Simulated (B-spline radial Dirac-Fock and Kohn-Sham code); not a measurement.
**Ru²⁸⁺: eigenvalues, ΔSCF and the reference**

System: ruthenium as Ru²⁸⁺ in the configuration 1s2 2s2 2p6 3s2 3p4.

The density-functional columns are spherical, spin-unpolarised Dirac-Kohn-Sham results without Breit or QED terms: −ε is minus the orbital energy of the initial state and ΔSCF the difference of two total energies. The reference in the last column comes from Dirac-Fock (average of configuration) total-energy differences with a finite nucleus, the Breit interaction including its frequency dependence, and self-energy and vacuum-polarisation corrections. All numbers are from a B-spline atomic structure program, in eV; a selection of levels is shown. The Kohn-Sham columns are given as differences from the reference. For the 1s level of heavy atoms much of the gap between ΔSCF and the reference is the Breit and QED part, -63.9 eV here; for other levels the error of the functional can be larger.

```
level  LDA −ε − DF  LDA ΔSCF − DF  Dirac-Fock
    K       -263.2          +56.7     23539.1
   L1       -112.0          -35.8      4598.3
   L2        -85.3           +4.7      4347.3
   M1        -37.3           -5.4      1695.4
 M2,3        -29.4           +3.5      1587.1
```

Values without a named source are computed, but for edge energies of neutral atoms, which are taken from tables.
